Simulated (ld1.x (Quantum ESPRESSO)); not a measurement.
## Before and after: ultrasoft potential for silicon

```json
{"Element": "Si (Z = 14)", "Generator": "ld1.x (Quantum ESPRESSO) 7.5", "Type": "ultrasoft", "Functional": "PBE", "Relativity": "non-relativistic", "Frozen core": "[Ne]", "Valence charge": "4", "Reference configuration": "3s2 3p1 (charge +1)", "Partial waves": "3s (bound): rcut 1.40, rcutus 1.70 bohr; 3s channel at 1.25 Ry: rcut 1.40, rcutus 1.70 bohr; 3p (bound): rcut 2.10, rcutus 2.50 bohr; 3p channel at -0.25 Ry: rcut 2.10, rcutus 2.50 bohr", "Local potential": "all-electron potential smoothed inside 2.10 bohr (lloc = -1)", "Core correction": "none", "Augmentation charge": "built from norm-conserving waves at rcut, not smoothed further"}
```

Change: all radii scaled by about 0.91 (s 1.56, p 2.28 bohr, rcut 1.28/1.92); local potential all-electron potential smoothed inside 1.92 bohr (lloc = -1).

Cutoffs: the cutoffs (Ry, on a coarse ladder) from which the occupation-weighted sum of valence levels, in a spherical-Bessel basis at the reference potential, stays within 10 and 1 mRy of its value at 400 Ry; they do not see the model core or the augmentation charge, which bear on the density cutoff. Errors are all-electron minus pseudo energies relative to the spin-unpolarised reference configuration.

Problem. What does the change do?

Solution. The potential gets harder (10 Ry and 15 Ry → 15 Ry and 18 Ry); of the 7 tests that both files solve, the error grows in 4 and shrinks in 2 by more than 15 % and 0.3 meV (median size 6.1 → 11.5 meV); neither file shows a bound ghost. A smaller radius makes the pseudo-wave follow the all-electron one further in, where it bends more sharply, so more plane waves are needed.

| quantity | base | changed |
| --- | --- | --- |
| cutoff, loose | 10 Ry | 15 Ry |
| cutoff, tight | 15 Ry | 18 Ry |
| loose cutoff by channel (10 mRy a level) | s 8 Ry, p 8 Ry | s 12 Ry, p 8 Ry |
| bound ghosts | none | none |
| error for 3s2 3p2, meV [ΔE -7.75 eV] | -1.0 | -0.3 |
| error for 3s2 3p0, meV [ΔE 16.01 eV] | +1.1 | +4.4 |
| error for 3s1 3p0, meV [ΔE 49.91 eV] | +63 | +60 |
| error for 3s2 3p2.3, meV [ΔE -8.68 eV] | -1.6 | -0.7 |
| error for 3s1 3p2, meV [ΔE 7.37 eV] | +7.5 | +11 |
| error for 3s0 3p4, meV [ΔE 5.91 eV] | +26 | +72 |
| error for 3s1 3p3, meV [ΔE -0.99 eV] | +6.1 | +13 |
| lowest overlap eigenvalue by channel | s 0.35, p 0.85 | s 0.34, p 0.83 |
